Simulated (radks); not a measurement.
Polarisability of the nitrogen ion N4+, [He] 2s1, at imaginary frequency. All-electron calculation, non-relativistic Kohn-Sham, LDA (Slater exchange, VWN5 correlation), spin-polarised, spherical densities, point nucleus; open shells are filled with parallel spins first. Program: a radial shooting solver on a logarithmic mesh with Libxc functionals. Response by self-consistent Sternheimer equations with the Hartree and adiabatic LDA kernel.

w (hartree)  alpha1(iw) (bohr^3)  alpha2(iw) (bohr^5)
0.00266                    1.585               0.5162
0.0143                     1.583               0.5162
0.0360                     1.572               0.5161
0.0697                     1.538               0.5157
0.118                      1.458               0.5147
0.186                      1.306               0.5125
0.280                      1.072               0.5079
0.413                     0.7881               0.4984
0.605                     0.5201               0.4795
0.892                     0.3165               0.4426
1.35                      0.1835               0.3748
2.12                      0.1015               0.2675
3.59                     0.05024               0.1414
6.94                     0.02004              0.04793
17.5                    0.005467             0.008442

Static values: alpha1 = 1.585 bohr^3 (0.2348 angstrom^3; uncoupled 1.867), alpha2 = 0.5162 bohr^5, alpha3 = 0.8636 bohr^7. C6 = 0.8027, C8 = 2.328, triple-dipole C9 = 0.9195 atomic units. One-pole (London) frequency 4 C6 / (3 alpha1^2) = 0.426 hartree, against 3.270 for minus the highest occupied eigenvalue. The dipole shielding factor is 0.429, as the force sum rule N/Z = 0.429 demands.
